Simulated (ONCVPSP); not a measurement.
**Rb (Z = 37): excitation energies, all-electron against ONCV**

```json
{
  "Element": "rubidium",
  "Generator": "ONCVPSP 4.0.1",
  "Type": "optimised norm-conserving Vanderbilt (ONCV)",
  "Functional": "PBE",
  "Relativity": "scalar-relativistic",
  "Frozen core": "[Ar] 3d10",
  "Valence charge": "9",
  "Reference configuration": "4s2 4p6 5s1",
  "Partial waves": "4s+5s: rc 2.10 bohr, ncon 4, nbas 8, qcut 6 1/bohr, 2 projectors; 4p: rc 1.75 bohr, ncon 5, nbas 8, qcut 4 1/bohr, 2 projectors, debl 0.9 Ha; d scattering state at 0.06 Ha: rc 1.65 bohr, ncon 4, nbas 8, qcut 5.3 1/bohr, local",
  "Local potential": "the d channel",
  "Core correction": "Teter function, fcfact 5.5, rcfact 1.6"
}
```

Energies are relative to the spin-unpolarised reference configuration 4s2 4p6 5s1; without spin polarisation the order of configurations can differ from experiment.

```csv
valence configuration,charge,ΔE all-electron (eV),error AE − PS (meV)
4s2 4p6 5s0.5,+0.5,1.578,-0.1
4s2 4p5 5s1,+1,21.140,-17
```

Task: What are ΔE and the potential's error for 4s2 4p6 5s0?

Result: ΔE = 4.154 eV all-electron; the error (AE − PS) is -0.4 meV.

Task: What are ΔE and the potential's error for 4s2 4p6 5s0 5p1?

Result: ΔE = 1.520 eV all-electron; the error (AE − PS) is -0.2 meV.

Note: no bound ghost flagged; GHOST(+) flagged for s at 36.1 eV.
